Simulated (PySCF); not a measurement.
C4H5NO, SMILES Nc1ccco1.

Coordinates come from a B3LYP-D3(BJ)/def2-SVP optimisation. Other conformers were not sampled.

Method: PBE/def2-TZVP (PySCF).

Computed frontier levels, gap, dipole moment and polarisability:
- highest occupied level = -4.46 eV
- lowest empty level = -0.16 eV
- orbital gap = 4.29 eV
- dipole moment = 1.73 D
- quadrupole, principal values (traceless, Buckingham form, about the centre of nuclear charge) = -9.95, 0.70, 9.25 D·Å
- mean static polarisability = 56.8 bohr³ (8.42 Å³)
- polarisability, principal values = 35.8, 59.8, 74.9 bohr³
